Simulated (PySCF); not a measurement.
The numbers are results of B3LYP-D3(BJ)/def2-TZVP (PySCF), not measurements. Gas-phase values, no solvent. B3LYP has the VWN-RPA correlation part, as in Gaussian. Excitations are Tamm–Dancoff values on a coarser integration grid. The basis has no diffuse functions, so Rydberg states are missing or too high.

Reference species (SMILES): `B1CC1` (neutral, multiplicity 1).

* **S1 oscillator strength**: 0.000
* **S1–T1 gap (TDA)**: 0.62 eV
* **S1 excitation (TDA)**: 4.16 eV

Changed species: `[H]/B=C/C`.

### Question
What does the change do to the S1 oscillator strength, S1–T1 gap (TDA) and S1 excitation (TDA)?

### Answer
the S1 oscillator strength hardly moves; the S1–T1 gap (TDA) falls by 0.21 eV, to 0.41 eV; the S1 excitation (TDA) falls by 1.26 eV, to 2.90 eV.
